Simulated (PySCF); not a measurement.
tetraarsenic (As4), SMILES [As]12[As]3[As]1[As]23.

Geometry: B3LYP-D3(BJ)/def2-SVP.

Level of theory: PBE/def2-TZVP (PySCF).

Isolated molecule, no solvent.

### Question
Estimate the frontier levels, gap, dipole moment and polarisability. (The exact figures need the calculation; the answer reports its results.)

### Answer

```yaml
highest_occupied_level: -6.00 eV
lowest_empty_level: -1.84 eV
orbital_gap: 4.17 eV
dipole_moment: 0.00 D
quadrupole, principal values (traceless, Buckingham form, about the centre of nuclear charge): 0.00, 0.00, 0.00 D·Å
mean_static_polarisability: 110.6 bohr³ (16.39 Å³)
polarisability_principal_values: 110.6, 110.6, 110.6 bohr³
```
